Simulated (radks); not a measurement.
Results of a calculation; reference values are marked as such.
Task: These are the eigenvalues of the occupied orbitals of an atom or ion with whole-number occupations (Ry). Level of theory: scalar-relativistic Kohn-Sham, PBEsol, spin-polarised, spherical densities, finite nucleus; Fermi nuclear charge, rms radius of each element as measured or else 0.836 A^(1/3) + 0.57 fm (a radial shooting solver on a logarithmic mesh with Libxc functionals).

orbital  eigenvalue
1s up     -702.6184
1s down   -702.6182
2s up     -88.20409
2s down   -88.15315
2p up     -76.89303
2p down   -76.85462
3s up     -12.59071
3s down   -12.49977
3p up      -9.22032
3p down    -9.13094
3d up      -3.76655
3d down    -3.68076

Which element is it, and in what charge state? The configuration may be excited. Open shells, if any, are filled with parallel spins first.

Result: Z = 30, zinc, charge +3: Zn3+ in [Ar] 3d9. The list shows which subshells hold electrons but not how many an open one holds; the 1s level, -351.31 hartree, gives Z - s = 26.5 by -(Z - s)^2/2, which with screening and relativity narrows Z to a few neighbours, and the depths of the outer levels then fix element, charge and occupations together.
